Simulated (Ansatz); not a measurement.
One geometry of C₆H₁₀O, SMILES `CC(=O)C=C(C)C`, several functionals.

```yaml
crystal:
  periodic: [false, false, false]
  atoms:
    - {symbol: C, position_ang: [1.153643, -2.318514, -1.195405]}
    - {symbol: C, position_ang: [0.868514, -0.845652, -1.034450]}
    - {symbol: O, position_ang: [1.333704, -0.037579, -1.811838]}
    - {symbol: C, position_ang: [0.006470, -0.511747, 0.115624]}
    - {symbol: C, position_ang: [-0.439269, 0.698740, 0.488330]}
    - {symbol: C, position_ang: [-0.132582, 1.978510, -0.211867]}
    - {symbol: C, position_ang: [-1.313548, 0.832393, 1.692469]}
    - {symbol: H, position_ang: [0.218310, -2.874436, -1.309040]}
    - {symbol: H, position_ang: [1.646202, -2.706588, -0.298830]}
    - {symbol: H, position_ang: [1.788203, -2.480930, -2.064244]}
    - {symbol: H, position_ang: [-0.297160, -1.363885, 0.718322]}
    - {symbol: H, position_ang: [-1.066731, 2.489091, -0.469582]}
    - {symbol: H, position_ang: [0.401623, 2.648171, 0.471539]}
    - {symbol: H, position_ang: [0.464839, 1.828473, -1.105397]}
    - {symbol: H, position_ang: [-1.498121, -0.125302, 2.179492]}
    - {symbol: H, position_ang: [-2.275767, 1.275844, 1.415786]}
    - {symbol: H, position_ang: [-0.858320, 1.513421, 2.419092]}
basis:
  gaussian: {orbitals: def2-TZVPP}
hamiltonian: {xc: {name: wB97M-V}}
output: {forces: true, orbitals: {seedname: orbitals}}
```

```sh
$ ansatz run in.yaml --threads 2 --pin off --events-out ev --progress --plain --max-ram 32768MiB --backend cuda --devices 0, --max-vram 18GiB
```

It prints (some lines left out):

```
Functional definition: wB97M-V
1821 factors; their error is unknown
471 factors; integrals over basis functions are off by at most 8.8e-6 eV
mean field evaluation 1: about -8423.3300 eV, gradient 6.2e1 eV
mean field evaluation 2: about -8426.1355 eV, gradient 5.5e1 eV
mean field evaluation 4: about -8431.3730 eV, gradient 2.6e0 eV
mean field evaluation 8: about -8431.4029 eV, gradient 1.7e-1 eV
mean field evaluation 16: about -8431.3748 eV, gradient 1.3e-3 eV
mean field -8431.37476603 eV, -309.8473076607 hartree, gradient 2.9e-5 eV, S^2 0.000000; 0 other end points of the search recorded, 0 dependent functions left out
reference -8431.37482278 eV, -309.8473097461 hartree; 27, 27 occupied and 330, 330 virtual orbitals, 1821 factors
Total energy: -8431.37482278 eV, -309.8473097461 hartree
Atom 0 at     1.153643    -2.318514    -1.195405 Å, force     0.046069    -0.212843    -0.027655 eV/Å
Atom 1 at     0.868514    -0.845652    -1.034450 Å, force     0.082737     0.000190    -0.117375 eV/Å
Atom 2 at     1.333704    -0.037579    -1.811838 Å, force     0.020847     0.026728    -0.028834 eV/Å
Atom 3 at     0.006470    -0.511747     0.115624 Å, force    -0.218485     0.134884     0.277988 eV/Å
Atom 4 at    -0.439269     0.698740     0.488330 Å, force     0.139467    -0.318249    -0.126280 eV/Å
Atom 5 at    -0.132582     1.978510    -0.211867 Å, force     0.060502     0.248893    -0.129145 eV/Å
Atom 6 at    -1.313548     0.832393     1.692469 Å, force    -0.171208     0.057049     0.225947 eV/Å
Atom 7 at     0.218310    -2.874436    -1.309040 Å, force     0.066773     0.055105     0.005541 eV/Å
Atom 8 at     1.646202    -2.706588    -0.298830 Å, force    -0.035921     0.042768    -0.067350 eV/Å
Atom 9 at     1.788203    -2.480930    -2.064244 Å, force    -0.046890     0.016896     0.063110 eV/Å
Atom 10 at    -0.297160    -1.363885     0.718322 Å, force     0.022342     0.051904    -0.040685 eV/Å
Atom 11 at    -1.066731     2.489091    -0.469582 Å, force     0.068679    -0.051351     0.014818 eV/Å
Atom 12 at     0.401623     2.648171     0.471539 Å, force    -0.035670    -0.062221    -0.049541 eV/Å
Atom 13 at     0.464839     1.828473    -1.105397 Å, force    -0.066230     0.044451     0.083990 eV/Å
Atom 14 at    -1.498121    -0.125302     2.179492 Å, force     0.013131     0.069508    -0.034388 eV/Å
Atom 15 at    -2.275767     1.275844     1.415786 Å, force     0.079454    -0.042926     0.012100 eV/Å
Atom 16 at    -0.858320     1.513421     2.419092 Å, force    -0.025597    -0.060787    -0.062243 eV/Å
Dipole moment:    -0.333433    -0.148004     0.481213 e Å
```

Run time 7.5 s (2 threads of an AMD EPYC 7R13 on a shared host and a share of an NVIDIA H100 80 GB); peak host memory 0.97 GiB.

Changing it to `hamiltonian: {xc: {name: revPBE}, dispersion: d4}` and no forces (abridged; 4.5 s):

```
Functional definition: revPBE
mean field evaluation 16: about -8432.7067 eV, gradient 1.8e-3 eV
mean field -8432.70674212 eV, -309.8962568789 hartree, gradient 1.4e-5 eV, S^2 0.000000
Total energy: -8433.91406070 eV, -309.9406250184 hartree
```

Changing it to `hamiltonian: {xc: r2scan, dispersion: d4}` (abridged; 6 s):

```
Functional definition: r2SCAN
mean field evaluation 16: about -8430.3331 eV, gradient 2.9e-3 eV
mean field -8430.33305922 eV, -309.8090256413 hartree, gradient 6.0e-5 eV, S^2 0.000000
Total energy: -8430.42949223 eV, -309.8125694890 hartree
Atom 0 force     0.039484    -0.149877    -0.029813 eV/Å
Atom 1 force    -0.184318    -0.199755     0.288235 eV/Å
Atom 2 force     0.205656     0.357297    -0.341817 eV/Å
Atom 3 force     0.075606    -0.258991    -0.051824 eV/Å
Atom 4 force    -0.065761     0.172242     0.064064 eV/Å
Atom 5 force     0.032553     0.064088    -0.071816 eV/Å
Atom 6 force    -0.056750    -0.010403     0.081144 eV/Å
Atom 7 force     0.015831    -0.007184     0.014824 eV/Å
Atom 8 force    -0.018407    -0.010734    -0.009553 eV/Å
Atom 9 force    -0.012860    -0.001192     0.018229 eV/Å
Atom 10 force    -0.004297    -0.008316     0.005110 eV/Å
Atom 11 force     0.011044     0.006420     0.016812 eV/Å
Atom 12 force    -0.018082     0.002649    -0.004266 eV/Å
Atom 13 force    -0.015742     0.004903     0.023995 eV/Å
Atom 14 force    -0.000057     0.021400    -0.005296 eV/Å
Atom 15 force     0.010732     0.010545     0.010388 eV/Å
Atom 16 force    -0.014634     0.006908    -0.008417 eV/Å
Dipole moment:    -0.348066    -0.119274     0.496716 e Å
```

The same input with `hamiltonian: {xc: {name: B2PLYP}}` and no forces (abridged; 5.5 s):

```
Functional definition: B2PLYP
mean field evaluation 16: about -8416.9773 eV, gradient 1.6e-4 eV
mean field -8416.97731371 eV, -309.3182110467 hartree, gradient 6.0e-6 eV, S^2 0.000000
7 core orbitals not correlated: weight in the atoms' cores, before any rotation towards them, 1.000 or more for the frozen orbitals, at most 0.000 for the correlated occupied ones
second order -40.67142744 eV of doubles, -0.00000000 eV of singles
Total energy: -8427.95880874 eV, -309.7217735456 hartree
```

Changing it to `hamiltonian: {xc: {name: B3LYP}, dispersion: d4}` (abridged; 4.9 s):

```
Functional definition: B3LYP
mean field evaluation 16: about -8435.5981 eV, gradient 7.4e-4 eV
mean field -8435.59809283 eV, -310.0025120579 hartree, gradient 5.4e-6 eV, S^2 0.000000
Total energy: -8436.16507319 eV, -310.0233482017 hartree
Atom 0 force     0.052515    -0.211980    -0.036874 eV/Å
Atom 1 force    -0.100071    -0.097251     0.156918 eV/Å
Atom 2 force     0.135846     0.215298    -0.222149 eV/Å
Atom 3 force    -0.054882    -0.093756     0.095483 eV/Å
Atom 4 force     0.027259    -0.094074    -0.014099 eV/Å
Atom 5 force     0.056815     0.175188    -0.118873 eV/Å
Atom 6 force    -0.124106     0.021527     0.168576 eV/Å
Atom 7 force     0.048523     0.009679    -0.000659 eV/Å
Atom 8 force    -0.017288     0.001849    -0.046955 eV/Å
Atom 9 force    -0.031791    -0.008313     0.045755 eV/Å
Atom 10 force     0.026861     0.062693    -0.050936 eV/Å
Atom 11 force     0.048529    -0.011257     0.000402 eV/Å
Atom 12 force    -0.018900    -0.017207    -0.040658 eV/Å
Atom 13 force    -0.052767     0.044306     0.068529 eV/Å
Atom 14 force    -0.000237     0.057417    -0.012989 eV/Å
Atom 15 force     0.033739    -0.021363     0.026876 eV/Å
Atom 16 force    -0.030046    -0.032756    -0.018348 eV/Å
Dipole moment:    -0.342918    -0.139548     0.492953 e Å
```

The same input with `hamiltonian: {xc: {name: BHLYP}, dispersion: d4}` and no forces (abridged; 2.5 s):

```
Functional definition: BHLYP
mean field evaluation 16: about -8430.1493 eV, gradient 2.6e-4 eV
mean field -8430.14927175 eV, -309.8022715762 hartree, gradient 6.1e-5 eV, S^2 0.000000
Total energy: -8430.54210941 eV, -309.8167080940 hartree
```

B3LYP takes the VWN-RPA correlation (the form of Gaussian; ORCA's B3LYP/G).
